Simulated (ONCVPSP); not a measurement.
**Ranking ONCV potentials for zinc**

All share these settings but for the change named:

* Element: zinc (Zn)
* Generator: ONCVPSP 4.0.1
* Type: optimised norm-conserving Vanderbilt (ONCV)
* Functional: PBEsol
* Relativity: scalar-relativistic
* Frozen core: [Ne]
* Valence charge: 20
* Reference configuration: 3s2 3p6 3d10 4s2
* Partial waves: 3s+4s: rc 1.10 bohr, ncon 3, nbas 7, qcut 12.6 1/bohr, 3 projectors, debl 1.8 Ha; 3p: rc 0.90 bohr, ncon 4, nbas 8, qcut 19.3 1/bohr, 2 projectors, debl 1.6 Ha; 3d: rc 1.35 bohr, ncon 4, nbas 9, qcut 14 1/bohr, 2 projectors, debl 2.1 Ha
* Local potential: polynomial inside 0.75 bohr (lpopt 1, dvloc0 0 Ha)
* Core correction: Teter function, fcfact 3, rcfact 1.45

In the p channel the program set the typed energies aside and used -3.060, 0.250 Ha.

Test errors are all-electron minus pseudo excitation energies from the reference, over 3s2 3p6 3d10 4s1; 3s2 3p6 3d10 4s0; 3s2 3p6 3d9 4s0; 3s2 3p6 3d10 4s1.5. None of these files shows a bound ghost.

The base gives 5.9 meV.

Of 12 variants that were run, those that failed, showed a ghost or another fault, or gave nearly equal values are left out.

A variant can come out equal or close to the base, since the largest error may sit in a test that the change hardly touches while other tests move.

Problem. Rank these variants by their largest absolute test error, smallest first.
A. d: qcut 14.4
B. core correction none
C. all radii but the core radius scaled by about 1.10 (s 1.22, p 1.00, d 1.48 bohr); local potential polynomial inside 0.82 bohr (lpopt 1, dvloc0 0 Ha)
D. d: nproj 1

Solution. A (5.4 meV), B (7.0 meV), C (11.2 meV), D (24.1 meV).
